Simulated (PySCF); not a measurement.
# Working out the ionisation energy of Ne⁺

Ne⁺ [He] 2s2 2p5 (2P) → Ne²⁺ [He] 2s2 2p4 (3P). Computed with PySCF 2.14 in x2c-QZVPPall (7s4p3d2f1g, 57 functions), with scalar relativity by spin-free X2C-1e. Frozen: nothing. Energies in hartree (1 hartree = 27.21139 eV):

```json
{"part": "UHF", "Ne⁺ (lower)": "-127.962723", "Ne²⁺ (upper)": "-126.519992"}
{"part": "MP2 opposite-spin", "Ne⁺ (lower)": "-0.186006", "Ne²⁺ (upper)": "-0.140492"}
{"part": "MP2 same-spin", "Ne⁺ (lower)": "-0.053293", "Ne²⁺ (upper)": "-0.039674"}
```

Q: What does Hartree-Fock give?

A: (-126.519992) − (-127.962723) = 1.442731 hartree = 39.259 eV.

Q: What do MP2 and SCS-MP2 (6/5 opposite-spin, 1/3 same-spin) give?

A: The opposite-spin parts differ by 1.238 eV and the same-spin parts by 0.371 eV. MP2: 39.259 + (1.238) + (0.371) = 40.868 eV. SCS-MP2: 39.259 + 1.2 × (1.238) + (0.371)/3 = 40.868 eV.

A first-order spin-orbit estimate adds -0.005 eV to MP2 (valence and next inner shell), giving 40.863 eV against 40.963 eV (measured; NIST Atomic Spectra Database, ionization energies).

What remains against the reference includes basis incompleteness and correlation beyond second order.
